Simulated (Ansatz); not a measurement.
Consider the formal exchange of groups at the Si–P bond: `F[SiH2]P[SiH3]` + `[BH2][GaH][CH3]` → `[BH2][GaH][CH2][SiH2]F` + `[SiH3]P`.

Program: Ansatz. Geometries: PBE0-D4/def2-TZVP. ΔE: electronic, gas phase. CCSD(T)/CBS adds triple-zeta CCSD(T) − MP2 to the extrapolated MP2 energy (def2 sets, frozen cores). This one scheme is used for every species. DFT in def2-TZVPP. B3LYP here is the variant with VWN-RPA as its local correlation; programs differ in this. For Ga outer-core shells are correlated without core-valence functions, which leaves a few kJ/mol of doubt a bond. Scalar relativity is left out up to krypton. Each species was taken in one conformer, which may not be the lowest.

```
         level  ΔE (eV)
       PBE0-D4     0.05
      B3LYP-D4     0.02
          PBE0     0.07
MP2/def2-TZVPP     0.00
```

Question: What does CCSD(T)/CBS give? (Best estimate.)

Answer: Ansatz gave: +0.02 eV. The listed levels differ from it by 0.03, 0.00, 0.05, -0.02 eV.

Largest T1 diagnostic among the species: 0.013.

In def2-TZVPP, CCSD(T) changes the Hartree–Fock value by −0.14 eV (the triples alone add −0.02 eV) and MP2 by −0.14 eV. The D4 term adds −0.04 eV with B3LYP and −0.02 eV with PBE0; it sums over pairs of atoms, weighted by their polarisabilities, and B3LYP, whose exchange is more repulsive, gets the larger term.
